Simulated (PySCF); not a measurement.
Species: C2H5Cl3Si.
SMILES: `[SiH3]CC(Cl)(Cl)Cl`

Theory: PBE0-D3(BJ)/def2-SVP geometry optimisation, gas phase in PySCF.

Take the most abundant isotopes and a rigid rotor. 

Question: What are A, B and C (MHz)?

Answer: Ia = 271.79, Ib = 474.27, Ic = 506.10 u·Å²; 505379 MHz·u·Å²/I gives A = 1859, B = 1066, C = 998.6 MHz.

Question: Classify the top.

Answer: An asymmetric top. Ray's parameter κ = (2B − A − C)/(A − C) = -0.844; −1 is the prolate and +1 the oblate limit.

Question: Is it planar, by Δ = Ic − Ia − Ib?

Answer: Not planar: Δ = Ic − Ia − Ib = -239.96 u·Å². For a rigid frame Δ = −2 Σ m c², so Σ m c² = 119.98 u·Å² lies off the ab plane: 9.29 from hydrogen and 110.69 from heavier atoms. The atom farthest from that plane is 1.79 Å away.

Question: Give the coordinates in the principal-axis frame, origin at the centre of mass.

Answer: The sense of each axis is arbitrary; atoms in the order of the calculation.
```tsv
atom	mass (u)	a (Å)	b (Å)	c (Å)
Si1	27.977	2.537	0.011	-0.441
C2	12.000	0.759	0.007	-1.130
C3	12.000	-0.359	0.001	-0.113
Cl4	34.969	-0.144	-1.354	1.031
Cl5	34.969	-1.938	-0.188	-0.927
Cl6	34.969	-0.382	1.530	0.803
H7	1.008	3.416	0.495	-1.548
H8	1.008	2.949	-1.372	-0.068
H9	1.008	2.668	0.918	0.732
H10	1.008	0.646	-0.892	-1.757
H11	1.008	0.614	0.880	-1.786
```

Question: Predict some low-J microwave lines.

Answer: The dipole components are |μa| = 0.93 D, |μb| = 0.00 D, |μc| = 1.16 D. The squared components, which scale the intensities, stand as 0.65 : 0.00 : 1.00 (a : b : c). Some of the stronger lines:

```csv
type,branch,"J(Ka,Kc)",MHz,lower level (cm⁻¹)
a,Q,"3(1,2) ← 3(1,3)",402,0.434
a,Q,"4(1,3) ← 4(1,4)",669,0.705
c,Q,"1(1,1) ← 1(0,1)",794,0.069
c,Q,"3(2,2) ← 3(1,2)",2284,0.447
c,R,"2(1,1) ← 1(0,1)",5056,0.069
a,R,"3(1,3) ← 2(1,2)",6089,0.231
a,R,"3(0,3) ← 2(0,2)",6176,0.206
a,R,"3(2,2) ← 2(2,1)",6193,0.317
a,R,"3(1,2) ← 2(1,1)",6290,0.238
c,R,"2(2,0) ← 1(1,0)",6581,0.098
c,R,"2(2,1) ← 1(1,1)",6644,0.095
a,R,"4(1,4) ← 3(1,3)",8115,0.434
a,R,"4(0,4) ← 3(0,3)",8217,0.412
a,R,"4(2,2) ← 3(2,1)",8293,0.524
a,R,"4(1,3) ← 3(1,2)",8382,0.447
c,R,"3(2,2) ← 2(1,2)",8775,0.231
c,R,"3(3,0) ← 2(2,0)",10328,0.317
c,R,"3(3,1) ← 2(2,1)",10332,0.317
```

Question: Estimate the classical rotational partition function at 200 K, 298.15 K and 500 K.

Answer: Point group C1, symmetry number σ = 1; q = (√π/σ)·√((kT/h)³/(ABC)), k/h = 20836.6 MHz/K: 339000 at 200 K, 617000 at 298.15 K, 1340000 at 500 K.

No PBE0-D3(BJ)/def2-SVP frequencies stand behind this structure, so it isn't proved a minimum. No vibrational averaging or centrifugal distortion is included, and the geometry carries the error of its method. A rigid rotor knows nothing of internal rotation, which can split or shift real lines. Quadrupole hyperfine structure (35Cl) is left out.

Conformer computed: `[SiH3:1][CH2:2][C:3]([Cl:4])([Cl:5])[Cl:6]`: Si1–C2–C3–Cl4 -54°.
